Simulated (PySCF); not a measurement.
Ba⁴⁶⁺: ionisation energy

Ba⁴⁶⁺ [Ne] → Ba⁴⁷⁺ [He] 2s2 2p5 [2p1/2^2 2p3/2^3, M_J = 3/2], as a difference of total energies. Calculation: PySCF 2.14, in an even-tempered Gaussian basis (17 s from 25 bohr⁻², ratio 2.4; 13 p from 33 bohr⁻², ratio 2.4; 5 d from 120 bohr⁻², ratio 2.6; 4 f from 180 bohr⁻², ratio 2.6); the two-component X2C-1e Hamiltonian. Correlated levels: nothing frozen; the 32 highest virtual spinors dropped. "Screened" scales the spin-orbit matrix elements by Boettger's factors to mimic the two-electron term; Breit and QED terms are absent.

| method | ionisation energy (eV) |
| --- | --- |
| GHF (spin-free) | 8455.2 |
| GMP2 (spin-free) | 8456.8 |
| GHF (screened spin-orbit) | 8332.7 |
| GMP2 (screened spin-orbit) | 8334.2 |

For this ion Breit and QED terms and the two-electron picture change, all absent here, outweigh the correlation shift from GHF to GMP2.

The spin-free rows lack the spin-orbit shift.

For comparison: 8326 ± 4 eV (theoretical estimate listed by NIST; NIST Atomic Spectra Database, ionization energies).
